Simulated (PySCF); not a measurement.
C3H3N3, SMILES c1ncncn1 (connectivity only; charge and spin as stated), charge +1, multiplicity 2. Atoms are numbered in the order given.

```xyz
9

C      0.0000     1.1876     0.6715
N      0.0000     1.1889    -0.6718
C      0.0000     0.0000    -1.2753
N      0.0000    -1.1889    -0.6718
C      0.0000    -1.1876     0.6715
N      0.0000     0.0000     1.2676
H      0.0000     2.1246     1.2570
H      0.0000     0.0000    -2.3883
H      0.0000    -2.1246     1.2570
```
Charge +1, spin multiplicity 2.

Geometry optimised at PBE-D3(BJ)/def2-SVP. The multiplicity is an assumed one; no other spin state was optimised.

Two levels are set side by side: PBE/pcH-1 (PySCF) and PBE0/pcH-1 (PySCF). Contact hyperfine couplings, same geometry. Differences are taken from unrounded values.

```tsv
quantity	PBE
A(iso) of 13C, atom C1 (MHz)	-26.7
A(iso) of 14N, atom N2 (MHz)	32.3
A(iso) of 13C, atom C3 (MHz)	53.5
A(iso) of 14N, atom N4 (MHz)	32.3
A(iso) of 13C, atom C5 (MHz)	-26.7
A(iso) of 14N, atom N6 (MHz)	53.4
A(iso) of 1H, atom H7 (MHz)	20.8
A(iso) of 1H, atom H8 (MHz)	109.7
A(iso) of 1H, atom H9 (MHz)	20.8
```

Question: These are the PBE values. What does PBE0 give? (Estimate from the structure and the level; the computed values follow.)

Answer: 
```csv
quantity,PBE0,PBE minus PBE0
"A(iso) of 13C, atom C1 (MHz)",-39.4,12.7
"A(iso) of 14N, atom N2 (MHz)",15.8,16.5
"A(iso) of 13C, atom C3 (MHz)",32.4,21.1
"A(iso) of 14N, atom N4 (MHz)",15.8,16.5
"A(iso) of 13C, atom C5 (MHz)",-39.4,12.7
"A(iso) of 14N, atom N6 (MHz)",74.9,-21.6
"A(iso) of 1H, atom H7 (MHz)",24.7,-3.9
"A(iso) of 1H, atom H8 (MHz)",86.4,23.3
"A(iso) of 1H, atom H9 (MHz)",24.7,-3.9
```

Rough cost on one machine, each run with all the roots and properties that it gave: PBE0 against PBE within a factor of 2.
